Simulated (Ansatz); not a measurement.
`[GeH3][SiH]1CS1` + `C#CC#N` → `C#C[SiH]1CS1` + `N#[C][GeH3]`  (formal exchange of groups at the Si–Ge bond)

Isolated molecules relaxed with PBE0-D4/def2-TZVP in Ansatz; ΔE leaves out vibrations. CBS: MP2 limit from def2 TZ/QZ plus the TZ coupled-cluster correction, frozen cores. For Ge outer-core shells are correlated without core-valence functions, which leaves a few kJ/mol of doubt a bond. Scalar relativity is left out up to krypton.

`[GeH3][SiH]1CS1`:

```xyz
10

Ge   -0.225   -1.722   -0.561
Si    0.047    0.629   -0.552
C     0.076    1.528    1.062
S     1.779    1.401    0.341
H     0.653   -2.358   -1.650
H     0.194   -2.263    0.812
H    -1.691   -2.103   -0.833
H    -0.495    1.365   -1.721
H    -0.041    0.978    1.991
H    -0.296    2.547    1.110
```

`C#CC#N`:

Cartesian coordinates in Å:
```
C 0.991 0.536 0.620
C 0.065 0.036 0.041
C -0.990 -0.535 -0.618
N -1.879 -1.017 -1.175
H 1.812 0.981 1.133
```

`C#C[SiH]1CS1`:

Cartesian coordinates in Å:
```
C 0.442 -0.923 -2.406
C 0.100 -0.309 -1.426
Si -0.417 0.637 0.025
C 0.189 0.136 1.683
S -1.619 -0.270 1.462
H 0.744 -1.472 -3.269
H -0.622 2.061 -0.295
H 0.814 -0.746 1.780
H 0.369 0.886 2.447
```

`N#[C][GeH3]`:

Cartesian coordinates in Å:
```
N 0.599 -1.196 -2.069
C 0.319 -0.637 -1.102
Ge -0.149 0.297 0.513
H -0.546 1.715 0.107
H 1.091 0.285 1.407
H -1.314 -0.464 1.144
```

```csv
level,ΔE (kJ/mol)
HF/def2-QZVPP,-75.4
CCSD/CBS(def2),-55.1
```

(1) What does CCSD(T)/CBS give? (An estimate is asked.)

Largest T1 diagnostic among the species: 0.015.

Answers

(1) Ansatz gave: -50.7 kJ/mol. The listed levels differ from it by -24.7, -4.4 kJ/mol.

In def2-TZVPP, CCSD(T) changes the Hartree–Fock value by +21.3 kJ/mol (the triples alone add +4.4 kJ/mol) and MP2 by +22.2 kJ/mol. From PBE to PBE0 (25 % exact exchange), in def2-TZVPP and without D4, ΔE moves by −11.8 kJ/mol.
